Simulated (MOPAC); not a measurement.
MOPAC input (PM7):

```
PM7 1SCF GEO-OK AUX(PRECISION=9) THREADS=1
HKO

K    -0.00000000 1   -0.00000000 1   -0.74845923 1
O     0.00000000 1    0.00000000 1    1.47370794 1
H     0.00000000 1    0.00000000 1    2.43106183 1
```

Problem. What heat of formation does the run end on, and which ionisation energy by Koopmans theorem?

Solution. -49.46 kcal/mol; 9.11 eV.
